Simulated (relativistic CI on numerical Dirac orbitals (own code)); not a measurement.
## Zr¹⁰⁺: sensitivity of the levels to the model

Base calculation: Dirac-Coulomb-Breit CI, separate exchange-only KLI orbitals for each configuration, QED by a radiative potential, unscaled Slater integrals.

Configurations in the expansion (outside the closed core [Ar]): 3d10 4s2, 3d10 4s 4p, 3d10 4p2, 3d10 4s 4d, 3d10 4d2, 3d10 4s 4f, 3d10 4p 4d, 3d10 4p 5s, 3d10 4f2, 3d10 4p 4f, 3d10 4s 5s, 3d10 4s 5p, 3d10 4d 5s, 3d10 4s 5d, 3d10 4d 4f, 3d10 4s 6s, 3d10 4s 5f, 3d10 4s 5g, 3d10 4s 6p, 3d10 5s2, 3d10 4f 5s, 3d10 4s 6d, 3d10 4s 7s, 3d10 4s 6f, 3d9 4s2 4p, 3d9 4s2 4d. Double excitations out of closed p, d and f shells are left out; levels of such configurations are missing from the list, as are those of other unlisted configurations, and high levels can miss mixing partners. These lack a partner that the ground configuration has and come out too high: 3d9 4s2 4p, 3d9 4s2 4d.

Variants: (1) Breit term removed; (2) only the first 3 configurations. Shifts of the energy above 3d10 4s2 1S_0, in cm⁻¹, for the lowest level and the first level of each name with at least 55 % of one term (blank where a level changes its place among those of its configuration and J or its character, or is not in the variant):

```tsv
Level	Base	Δ(1)	Δ(2)
3d10 4s2 1S_0	0	0	0
3d10 4s 4p 3P°_0	168901	-318	+704
3d10 4s 4p 3P°_1	174737	-221	+871
3d10 4s 4p 3P°_2	190069	+72	+782
3d10 4s 4p 1P°_1	254418	+40	+11187
3d10 4p2 3P_0	400215	-550	+1576
3d10 4p2 3P_1	412138	-272	+1098
3d10 4p2 1D_2	412512	-201	
3d10 4p2 3P_2	432396	+130	
3d10 4p2 1S_0	479832	+17	+10006
3d10 4s 4d 3D_1	531661	+450	
3d10 4s 4d 3D_2	532877	+513	
3d10 4s 4d 3D_3	534824	+609	
3d10 4s 4d 1D_2	579810	+495
```

At this charge energies of transitions that change n are usually good to better than 1 %, and those within a shell (Δn = 0) to a few per cent.

Ionisation energy from the two ground configurations alone: base 212.571 eV; Breit term removed 212.651 eV. The NIST ASD value (semi-empirical) is 214.9 eV.

LS names give the leading component of a level, which can be under half, so a name can repeat, a term be missing and a line seem to break the LS rules.
